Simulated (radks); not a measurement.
Results of a calculation; reference values are marked as such.
Trend from Zr3+ to Cd3+: ionisation energy by Delta-SCF between NIST ground configurations, and size. Level of theory: Dirac Kohn-Sham, BLYP, spin-unpolarised, spherical densities, finite nucleus; open shells fill j = l - 1/2 first; Fermi nuclear charge, rms radius of each element as measured or else 0.836 A^(1/3) + 0.57 fm (a radial shooting solver on a logarithmic mesh with Libxc functionals).

| species | configuration | configuration of the ion | IE (eV) | NIST (eV) | kind | -e(HOMO) (eV) | r at 0.001 e/bohr^3 (bohr) |
|---|---|---|---|---|---|---|---|
| Zr3+ | [Kr] 4d1 | [Kr] | 34.254 | 34.418 | exp. | 28.218 (4d3/2) | 3.26 |
| Nb3+ | [Kr] 4d2 | [Kr] 4d1 | 36.922 | 37.61 | exp. | 30.599 (4d3/2) | 3.31 |
| Mo3+ | [Kr] 4d3 | [Kr] 4d2 | 39.513 | 40.3 | semi-emp. | 32.903 (4d3/2) | 3.31 |
| Tc3+ | [Kr] 4d4 | [Kr] 4d3 | 42.042 | 41 | theory | 35.148 (4d3/2) | 3.28 |
| Ru3+ | [Kr] 4d5 | [Kr] 4d4 | 44.107 | 45 | theory | 36.977 (4d5/2) | 3.24 |
| Rh3+ | [Kr] 4d6 | [Kr] 4d5 | 46.517 | 42 | theory | 39.112 (4d5/2) | 3.19 |
| Pd3+ | [Kr] 4d7 | [Kr] 4d6 | 48.891 | 46 | theory | 41.216 (4d5/2) | 3.14 |
| Ag3+ | [Kr] 4d8 | [Kr] 4d7 | 51.237 | 49 | theory | 43.294 (4d5/2) | 3.09 |
| Cd3+ | [Kr] 4d9 | [Kr] 4d8 | 53.558 | 51 | theory | 45.352 (4d5/2) | 3.04 |

Reference values: NIST Atomic Spectra Database (exp. = measured, semi-emp. = semi-empirical, theory = theoretical value adopted there). Spin polarisation and multiplet splitting are left out, so open shells lie too high by an amount that depends on their filling.

Beside tabulated values, note that spin-unpolarised runs miss the spin-polarisation part of the exchange energy of open shells.
